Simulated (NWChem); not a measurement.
System meant: C2H6FNSi; SMILES FC/N=C\[SiH3]

Here is an NWChem input.

```
start job
memory heap 200 mb stack 900 mb global 1100 mb
geometry units angstroms noautosym nocenter noautoz
  F      1.187386     0.991705     0.000132
  C      0.010262     1.723194     0.001279
  N     -1.168194     0.958234     0.000513
  C     -1.165390    -0.312904    -0.000232
  Si     0.293115    -1.559182    -0.000924
  H      0.015328     2.367819    -0.894856
  H      0.015606     2.365482     0.899100
  H     -2.170515    -0.772289    -0.000707
  H      1.129269    -1.444724     1.227873
  H     -0.353558    -2.908920    -0.000992
  H      1.128264    -1.444151    -1.230361
end
basis spherical
  * library 6-31g*
end
dft
  xc m06-2x
  iterations 150
end
property
  shielding 9 1 2 3 4 5 6 8 9 10
end
task dft property
```

End of the output:

```
 Vector   27  Occ=0.000000D+00  E= 1.209236D-01
              MO Center=  2.9D-01, -1.1D+00, -8.9D-04, r^2= 4.5D+00
   Bfn.  Coefficient  Atom+Function         Bfn.  Coefficient  Atom+Function
  ----- ------------  ---------------      ----- ------------  ---------------
    84      1.036342  10 H  s                67      0.959298   5 Si px
    68      0.855559   5 Si py               82     -0.546018   9 H  s
    86     -0.545515  11 H  s                80      0.484743   8 H  s
     6     -0.347563   1 F  s                62      0.292652   5 Si s
    64      0.269601   5 Si py               66     -0.252015   5 Si s

 center of mass
 --------------
 x =   0.00626143 y =   0.07702588 z =  -0.00007345

 moments of inertia (a.u.)
 ------------------
         591.022702355514           7.144642534741           0.031945187278
           7.144642534741         273.923171340120          -0.326823730470
           0.031945187278          -0.326823730470         831.614327816447

     Multipole analysis of the density
     ---------------------------------

     L   x y z        total         alpha         beta         nuclear
     -   - - -        -----         -----         ----         -------
     0   0 0 0     -0.000000    -24.000000    -24.000000     48.000000

     1   1 0 0     -0.059934      0.493155      0.493155     -1.046243
     1   0 1 0      0.185563     -0.312935     -0.312935      0.811433
     1   0 0 1      0.000533      0.001984      0.001984     -0.003436

     2   2 0 0    -30.360317    -84.778095    -84.778095    139.195873
     2   1 1 0      1.380787      3.949267      3.949267     -6.517746
     2   1 0 1      0.001451      0.008311      0.008311     -0.015170
     2   0 2 0    -26.116932   -177.596024   -177.596024    329.075117
     2   0 1 1      0.002448     -0.092904     -0.092904      0.188256
     2   0 0 2    -27.741201    -22.138746    -22.138746     16.536292

          -----------------------------------------
          Chemical Shielding Tensors (GIAO, in ppm)
          -----------------------------------------

 ------------------------------------------------------------------------
  xm06: d2 not coded                    0
 ------------------------------------------------------------------------
 ------------------------------------------------------------------------
  current input line :
    26: task dft property
 ------------------------------------------------------------------------
 ------------------------------------------------------------------------
 This error has not yet been assigned to a category
 ------------------------------------------------------------------------
 For more information see the NWChem manual at https://nwchemgit.github.io

0: xm06: d2 not coded:Received an Error in Communication
```

What is wrong, and how is it mended?

The run crashed. Cause: this functional's second derivatives, which shieldings need, aren't coded here; the fix takes a hybrid GGA instead. This input runs:
```
start job
memory heap 200 mb stack 900 mb global 1100 mb
geometry units angstroms noautosym nocenter noautoz
  F      1.187386     0.991705     0.000132
  C      0.010262     1.723194     0.001279
  N     -1.168194     0.958234     0.000513
  C     -1.165390    -0.312904    -0.000232
  Si     0.293115    -1.559182    -0.000924
  H      0.015328     2.367819    -0.894856
  H      0.015606     2.365482     0.899100
  H     -2.170515    -0.772289    -0.000707
  H      1.129269    -1.444724     1.227873
  H     -0.353558    -2.908920    -0.000992
  H      1.128264    -1.444151    -1.230361
end
basis spherical
  F library 6-31g*
  C library 6-31g*
  N library 6-31g*
  Si library 6-31g*
  H library 6-31g*
end
dft
  xc pbe0
  iterations 150
end
property
  shielding 9 1 2 3 4 5 6 8 9 10
end
task dft property
```
It converges to -523.46376 Ha (PBE0/6-31G* (spherical d), GIAO).
